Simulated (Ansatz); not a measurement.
Stepwise reaction of `N[SiH](N)F` with hydrogen, as a gas-phase model of exchange steps in deposition or etching. ΔE in kJ/mol; ΔG adds harmonic PBE0-D4 terms to CCSD(T)/CBS, at 1 bar.

Isolated molecules relaxed with PBE0-D4/def2-TZVP in Ansatz; ΔE leaves out vibrations. CCSD(T)/CBS adds triple-zeta CCSD(T) − MP2 to the extrapolated MP2 energy (def2 sets, frozen cores). This one scheme is used for every species. DFT in def2-TZVPP. B3LYP here is the variant with VWN-RPA as its local correlation; programs differ in this. One conformer a species, not always the lowest.

```csv
step,reaction,PBE-D4,B3LYP-D4,ωB97M-V,CCSD(T)/CBS,ΔG(500 K)
1,`N[SiH](N)F` + H₂ → `N[SiH2]F` + NH₃,49.4,52.6,53.9,53.3,52.0
```

Task: Give the row of step 2, `N[SiH2]F` + H₂ → `F[SiH3]` + NH₃. (Best estimate.)

Result: The calculation gave: 
| step | reaction | PBE-D4 | B3LYP-D4 | ωB97M-V | CCSD(T)/CBS | ΔG(500 K) |
| --- | --- | --- | --- | --- | --- | --- |
| 2 | `N[SiH2]F` + H₂ → `F[SiH3]` + NH₃ | 51.8 | 53.0 | 55.1 | 53.2 | 57.3 |

Task: By hand: ΔE of the 2 steps together at CCSD(T)/CBS.

Result: (53.3) + (53.2) = 106.5 kJ/mol, or 53.2 kJ/mol a step.

In ΔE the steps differ by no more than 0.1 kJ/mol. All are uphill at CCSD(T)/CBS. ΔG lies between 52.0 and 57.3 kJ/mol a step. PBE-D4 differs from CCSD(T)/CBS by -3.9 to -1.4 kJ/mol a step. Isolated molecules leave out the surface, adducts and barriers. Largest T1 diagnostic: 0.011.
